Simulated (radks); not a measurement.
Spherical jellium clusters: N electrons in a uniform positive sphere of charge N and radius rs N^(1/3), rs = 5.58 bohr. Calculated with a radial shooting solver with Libxc functionals: non-relativistic Kohn-Sham, PBEsol, spin-polarised, spherical densities. Levels are named by radial order and angular momentum (1s, 1p, 1d, 2s, ...), and open shells are averaged over m.

N = 7, configuration 1s2 1p(up 3, down 2). This is the lowest configuration that the search found. Occupied levels:

level,occupation,eigenvalue (eV),<r> (bohr)
1s up,1,-3.1440,7.201
1s down,1,-3.0317,7.101
1p up,3,-2.4649,8.449
1p down,2,-2.3328,8.446

Energy (eV): total -11.8236, kinetic 6.7968, external -148.86, Hartree 74.194, exchange-correlation -18.899, background 74.949.

Electron density:

r (bohr),n(r) (e/bohr^3)
0.765,0.0009472
2.04,0.001131
3.32,0.001417
4.60,0.001684
5.87,0.001789
7.15,0.001630
8.43,0.001228
9.71,0.0007408
11.0,0.0003535
12.3,0.0001371
13.5,0.00004774
14.8,0.00001585
16.1,5.159e-06
